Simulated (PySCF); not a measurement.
How methods differ on the excitation energy of Si⁺

Si⁺ [Ne] 3s2 3p1 (2P) → Si⁺ [Ne] 3s2 3d1 (2D), as a difference of total energies. All numbers are calculated (PySCF 2.14, no relativity, point nucleus, in aug-cc-pV(T+d)Z with one added diffuse shell each of s, p, d, f type (7s6p5d3f, 71 functions)). Correlated levels: valence: [Ne] frozen. The calculations carry no spin-orbit coupling.

```json
{"method": "UHF", "excitation energy (eV)": "8.987", "error (eV)": "-0.827"}
{"method": "LDA", "excitation energy (eV)": "8.226", "error (eV)": "-1.588"}
{"method": "PBE", "excitation energy (eV)": "8.147", "error (eV)": "-1.667"}
{"method": "PBE0", "excitation energy (eV)": "8.435", "error (eV)": "-1.379"}
{"method": "r2SCAN", "excitation energy (eV)": "8.510", "error (eV)": "-1.304"}
{"method": "M06-L", "excitation energy (eV)": "8.431", "error (eV)": "-1.383"}
{"method": "r2SCAN0", "excitation energy (eV)": "8.672", "error (eV)": "-1.142"}
{"method": "B2PLYP", "excitation energy (eV)": "8.487", "error (eV)": "-1.327"}
{"method": "revPBE", "excitation energy (eV)": "8.121", "error (eV)": "-1.693"}
{"method": "MP2 (valence)", "excitation energy (eV)": "8.750", "error (eV)": "-1.064"}
{"method": "SCS-MP2 (valence)", "excitation energy (eV)": "8.745", "error (eV)": "-1.069"}
```

Reference: 9.814 eV (measured; NIST levels, between the centres of gravity of the two terms).

Errors of the correlated levels include the incompleteness of this basis and the frozen core.
